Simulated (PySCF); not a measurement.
**TDDFT excited states: C6H14O2Si**

Species: C6H14O2Si.
SMILES: `CC(C)(C)[SiH]1OCCO1`

The calculation used PySCF, TDDFT CAM-B3LYP/def2-SVPD, vertical, gas phase, core orbitals frozen in the response. The structure is a single PBE0-D3(BJ)/def2-SVP conformer in the gas phase; no vibrational or solvent corrections.

List the vertical singlet excitations with oscillator strengths and describe the spectrum.

```
state  E (eV)  E (kJ/mol)  λ (nm)       f  main configurations (H = HOMO, L = LUMO)
   S1    7.18         693   172.7  0.0022                  H→L+1 (46%), H→L+2 (36%)
   S2    7.47         720   166.1   0.032                                 H→L (82%)
   S3    7.64         737   162.3  0.0008                H-1→L (63%), H-1→L+1 (17%)
   S4    7.82         755   158.5  0.0059     H→L+2 (34%), H→L+1 (30%), H→L+4 (10%)
   S5    7.98         770   155.4   0.025              H-1→L+2 (34%), H-1→L+1 (33%)
   S6    8.32         803   148.9   0.029                               H→L+3 (70%)
   S7    8.34         805   148.6  0.0042              H-1→L+4 (46%), H-1→L+2 (12%)
   S8    8.46         816   146.5   0.044                H→L+4 (33%), H-1→L+3 (16%)
   S9    8.58         828   144.5  0.0096                H-1→L+3 (32%), H→L+4 (19%)
  S10    8.63         833   143.7   0.043                H-2→L (46%), H-2→L+1 (13%)
```

Triplets (Tamm–Dancoff): T1 6.84 eV, H→L+1 (42%), H→L+2 (34%); T2 7.31 eV, H→L (63%); T3 7.44 eV, H-1→L (58%), H-1→L+1 (16%); T4 7.59 eV, H→L+2 (32%), H→L+1 (28%).

The lowest singlet comes at 173 nm (693 kJ/mol) in the vacuum ultraviolet; it is very weak; its leading configuration is HOMO→LUMO+1 (46%). The largest oscillator strength of a single state is 0.044. Löwdin shares by element: HOMO carbon 24% or more, silicon 17%, oxygen 13% or more, hydrogen 8% or more (atoms not listed hold the other 38%); LUMO carbon 24% or more, silicon 12% (atoms not listed hold the other 64%). The listed states span 1.45 eV, and the widest gap between neighbours is 0.35 eV (S5 to S6). The oscillator strengths of these states sum to 0.196; summed over the whole spectrum of an exact calculation they would give the number of electrons, 80 (Thomas–Reiche–Kuhn). Weighted by f, the mean energy of these states is 8.22 eV. The vertical ionisation energy (ΔSCF) is 9.49 eV, 0.86 eV above S10. Singlets were solved by full linear response, triplets in the Tamm–Dancoff approximation.

Time: 7.0 min wall; peak memory 1.7 GiB. Hardware: Arm Neoverse V1, one thread, no GPU, shared host with 64 logical CPUs at a one-minute load of 33.

Without π bonds the low states are Rydberg-like; a valence basis with one diffuse set may place them up to an eV too high.
